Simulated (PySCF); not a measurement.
C₄H₁₅OSi₂, charge +1, singlet, geometry from GFN2-xTB. Base run: CASSCF(4,6)/STO-3G (PySCF).

PySCF was given this input:
```python
from pyscf import gto, scf, mcscf
import numpy

mol = gto.M(
    atom='''
C     2.28470651    1.27939609   -0.90351393
Si    1.57433853   -0.40914669   -0.45366411
C     2.48657435   -1.36470123    0.89609590
O     0.02796578   -0.02281243    0.39733461
Si   -1.61892686    0.44551856   -0.17984160
C    -2.32609212    1.23379166    1.38401694
C    -2.39865519   -1.18644515   -0.71545565
H     1.61236916    1.85241004   -1.53769491
H     3.21973148    1.17013866   -1.44524253
H     2.49651203    1.88213781   -0.02161200
H     1.03141715   -1.19944590   -1.54890401
H     1.92834542   -2.23244734    1.24177937
H     3.43598860   -1.73149924    0.51864930
H     2.71323531   -0.74641592    1.76362631
H     0.09544606   -0.07785786    1.35608646
H    -1.22791765    1.35973652   -1.24295224
H    -1.71813037    2.06096939    1.74493163
H    -2.43436151    0.51893123    2.19858016
H    -3.31593391    1.63356748    1.18707368
H    -1.82605901   -1.67809761   -1.49838572
H    -3.39924974   -1.02370090   -1.10533205
H    -2.49008404   -1.88738128    0.11294008
''',
    basis='sto-3g',
    charge=1,
    verbose=4,
)

mf = scf.RHF(mol)
mf.kernel()
mc = mcscf.CASSCF(mf, 6, 4)
mc.fix_spin_(ss=0.0)
mc.kernel()
occ = numpy.linalg.eigvalsh(mc.fcisolver.make_rdm1(mc.ci, mc.ncas, mc.nelecas))[::-1]
ss = mc.fcisolver.spin_square(mc.ci, mc.ncas, mc.nelecas)[0]
print('natural occupations', occ.round(4), ' <S^2>', round(ss, 4))
```

The base run was repeated with changes; each row names its change, and settings that it needs were set with it.

```csv
change,ΔE vs base (kcal/mol),natural occupations,<S^2> of the state,core-seconds (rough)
base,0.000,1.98 1.98 0.02 0.02 0.00 0.00,0.00,9
"active space = 8 electrons, 9 orbitals",-17.18,1.98 1.98 1.98 1.98 0.03 0.02 0.02 0.02 0.00,0.00,20
"active space = 10 electrons, 9 orbitals",-23.22,2.00 1.98 1.98 1.98 1.98 0.02 0.02 0.02 0.02,0.00,20
orbitals = fixed (CASCI),14.40,2.00 2.00 0.00 0.00 0.00 0.00,0.00,2
state_average = 2 states,5.17,-,-,8
orbitals = fixed (CASCI); correction = SC-NEVPT2,-192.7,2.00 2.00 0.00 0.00 0.00 0.00,0.00,3
conv_tol = 1e-5,0.002,1.98 1.98 0.02 0.02 0.00 0.00,0.00,7
"active space = 8 electrons, 7 orbitals",-8.41,2.00 1.98 1.98 1.98 0.03 0.02 0.02,0.00,10
"active space = 6 electrons, 4 orbitals",5.12,2.00 2.00 1.98 0.02,0.00,20
start = MP2 natural orbitals,0.005,1.98 1.98 0.02 0.02 0.00 0.00,0.00,20
"active space = 2 electrons, 2 orbitals",11.10,1.99 0.01,0.00,30
```

Active orbitals are taken around the Fermi level unless the row says otherwise; CASSCF can end in different local minima, and two programs can end on different orbitals. State-averaged rows give the lowest state.
